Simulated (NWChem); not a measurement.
CH₆OSn; SMILES C[O][SnH3]

```xyz
9

Sn     0.0199    -0.5645     0.0000
O      0.6297     1.3324     0.0000
C     -0.2898     2.3798     0.0000
H     -0.9179    -0.8185    -1.4163
H      1.4809    -1.4440     0.0000
H     -0.9179    -0.8185     1.4163
H     -0.9490     2.3874     0.8930
H     -0.9490     2.3874    -0.8930
H      0.2614     3.3366     0.0000
```
Atoms are numbered in this order, from 1.

Program: NWChem. STO-3G and 3-21G are far too small for this property and stand as cheap habits. Coordinates come from a PBE0/def2-SVP optimisation. def2 effective core potentials on Sn; no spin-orbit coupling. B3LYP is NWChem's, with the RPA form of VWN correlation. Field at 589 nm.

Task: Among these, which level gives the lowest value of “isotropic polarisability (bohr³)”?
A) B3LYP/def2-SVP (core potentials)
B) B3LYP/STO-3G (all-electron, non-relativistic)
C) B3LYP/def2-SVPD (core potentials)

Result: B, B3LYP/STO-3G (all-electron, non-relativistic). Values: B3LYP/STO-3G (all-electron, non-relativistic) 24.5; B3LYP/def2-SVP (core potentials) 51.5; B3LYP/def2-SVPD (core potentials) 62.3
